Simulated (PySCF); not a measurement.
HI, SMILES I. Geometry optimised at PBE0-D3(BJ)/def2-TZVPD. The def2 effective core potentials stand for the cores of I; spin–orbit coupling is left out.

Problem. Give the equilibrium geometry at PBE0-D3(BJ)/def2-TZVPD (PySCF confirms it by a frequency run) as bond lengths and angles, and its point group. (The exact figures need the calculation; the answer reports its results.)

Solution. point group C∞v.
Atoms: I1 H2. Bond lengths (Å): I1–H2 1.610.
